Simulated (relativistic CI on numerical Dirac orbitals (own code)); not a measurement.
Hyperfine structure of Hg⁶⁸⁺, mass number 199

Computed by Dirac-Coulomb-Breit CI, KLI orbitals optimised for each configuration, QED by a radiative potential, unscaled Slater integrals (own radial code, finite nucleus).

Configurations in the expansion (outside the closed core [Ne]): 3s2, 3s 3p, 3p2, 3s 3d, 3d2, 3p 3d, 3p 4s, 3d 4s, 3s 4s, 3s 4p, 3s 4d, 3s 4f, 3s 5s, 3s 5p, 3s 5d, 4s2. Levels of other configurations are missing.

Nuclear spin I = 1/2, μ = 0.5039 μN (tables of Stone and Pyykkö). The electronic factors are computed for point nuclear moments, without core polarisation or the Bohr-Weisskopf and QED corrections.

```json
{"Level": "3s 3p 3P°_1", "E (10³ cm⁻¹)": "1422.9", "A (GHz)": "5998"}
{"Level": "3s 3p 3P°_2", "E (10³ cm⁻¹)": "5601.3", "A (GHz)": "2488"}
{"Level": "3s 3p 1P°_1", "E (10³ cm⁻¹)": "5936.7", "A (GHz)": "-1866"}
{"Level": "3p2 1D_2", "E (10³ cm⁻¹)": "7216.8", "A (GHz)": "1211"}
{"Level": "3p2 3P_1", "E (10³ cm⁻¹)": "7243.2", "A (GHz)": "-385.4"}
{"Level": "3s 3d 3D_1", "E (10³ cm⁻¹)": "7506.7", "A (GHz)": "-2065"}
{"Level": "3s 3d 3D_2", "E (10³ cm⁻¹)": "7640.3", "A (GHz)": "2026"}
{"Level": "3s 3d 3D_3", "E (10³ cm⁻¹)": "8469.3", "A (GHz)": "1563"}
```

Levels with J = 0, under 50 % of one LS term, or S terms without an open s electron are left out. Small factors come from cancelling terms and can be off by tens of per cent or more.

At this charge energies of transitions that change n are usually good to better than 1 %, and those within a shell (Δn = 0) to a few per cent.

Question: Give the hyperfine levels of 3s 3p 3P°_1 relative to its centre of gravity.

Answer: With K = F(F + 1) − I(I + 1) − J(J + 1), E = AK/2: F = 1/2: -5998, F = 3/2: 2999 GHz.

LS names give the leading component of a level, which can be under half, so a name can repeat, a term be missing and a line seem to break the LS rules.
